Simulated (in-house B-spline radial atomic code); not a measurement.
RPA and G0W0 for Mn, [Ar] 3d5 4s2, highest spin, as one setting changes: the share of exact exchange in the PBE hybrid start. A dash marks a level of low quasi-particle weight. Computed with an all-electron radial atomic-structure program (B-spline basis): all electrons, scalar-relativistic (spin-free one-electron X2C), finite nucleus, each spin shell either full or empty, empty states to l = 9 with an (l + 1/2)⁻⁴ tail; G0W0 by contour deformation at full frequency.

```
share of exact exchange in the PBE hybrid start  mean-field level (eV)  G0W0 level (eV)  RPA correlation (Eh)
                                              0                 -4.462                -               -1.7033
                                            0.1                 -4.722   4s down -7.430               -1.6743
                                            0.2                 -4.981   4s down -7.441               -1.6481
                                            0.3                 -5.239   4s down -7.438               -1.6237
                                            0.4                      ?                ?                     ?
                                            0.5                      ?                ?                     ?
                                            0.6                 -6.007   4s down -7.393               -1.5581
                                            0.7                 -6.261   4s down -7.372               -1.5382
                                            0.8                 -6.515   4s down -7.351               -1.5193
                                            0.9                 -6.767   4s down -7.329               -1.5011
                                              1                 -7.018   4s down -7.307               -1.4836
```

Task: What belongs in the row for 0.4?

Result: mean-field level (eV): -5.496; G0W0 level (eV): 4s down -7.428; RPA correlation (Eh): -1.6007.

Task: What belongs in the row for 0.5?

Result: mean-field level (eV): -5.752; G0W0 level (eV): 4s down -7.412; RPA correlation (Eh): -1.5788.
